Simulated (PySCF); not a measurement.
C2H8Si. Atoms are numbered in the order given.

```xyz
11

Si     0.1218     1.1501     0.0000
C     -0.6634    -0.5655     0.0000
C      0.3430    -1.7128     0.0000
H     -0.9291     2.2151     0.0000
H      0.9827     1.3328    -1.2113
H      0.9827     1.3328     1.2113
H     -1.3267    -0.6302     0.8800
H     -1.3267    -0.6302    -0.8800
H      0.9963    -1.6791    -0.8865
H      0.9963    -1.6791     0.8865
H     -0.1581    -2.6937     0.0000
```

The structure is a stationary point at PBE0-D3(BJ)/def2-SVP.

These are B3LYP/pcSseg-1 in PySCF values and carry that method's errors.

GIAO shieldings, no solvent; atoms alike by connectivity are averaged. δ = σ(ref) − σ: ²⁹Si against TMS (σ = 338.7 ppm); ¹³C against TMS (σ = 181.3 ppm); ¹H against TMS (σ = 31.68 ppm), references at their B3LYP-D3(BJ)/def2-TZVP geometries, non-relativistic.

```csv
nucleus,atoms,count,δ (ppm)
²⁹Si,Si1,1,-62.0
¹³C,C3,1,14.5
¹³C,C2,1,5.9
¹H,"H4, H5, H6",3,4.05
¹H,"H9, H10, H11",3,1.42
¹H,"H7, H8",2,0.96
```
